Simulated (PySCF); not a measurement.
A GIAO shielding run with PySCF (density fitting, non-relativistic, gas phase) on SMILES C/C(Cl)=C\c1cccs1, C7H7ClS:

```
{"job": {"kind": "nmr", "xc": "PBE0", "basis": "pcSseg-1"}, "charge": 0, "multiplicity": 1}
C     -2.134974     0.639480     0.776875
C     -1.991451    -0.195806    -0.448220
Cl    -3.499884    -0.659441    -1.172980
C     -0.861558    -0.602187    -1.036307
C      0.483061    -0.355050    -0.587980
C      0.994481    -0.052784     0.646994
C      2.395656     0.096918     0.647456
C      2.947731    -0.093841    -0.578637
S      1.765693    -0.470824    -1.763893
H     -2.158462     0.012329     1.668649
H     -3.063780     1.203698     0.738618
H     -1.299741     1.331839     0.856613
H     -0.934138    -1.156339    -1.962453
H      0.401582     0.017227     1.538903
H      2.968263     0.332892     1.526804
H      3.979922    -0.039166    -0.861854
```

Hardware: 1 thread of an Arm Neoverse V2, shared host. The job also computes population analyses, field gradients, ring-centre shieldings.

Problem. How large is the calculation?

Solution. 82 electrons, 202 basis functions and 1089 auxiliary functions.

Problem. How long does it take?

Solution. 27 s of wall time, with 14 SCF cycles and 5 response iterations. Times on a shared host scatter by some tens of per cent.
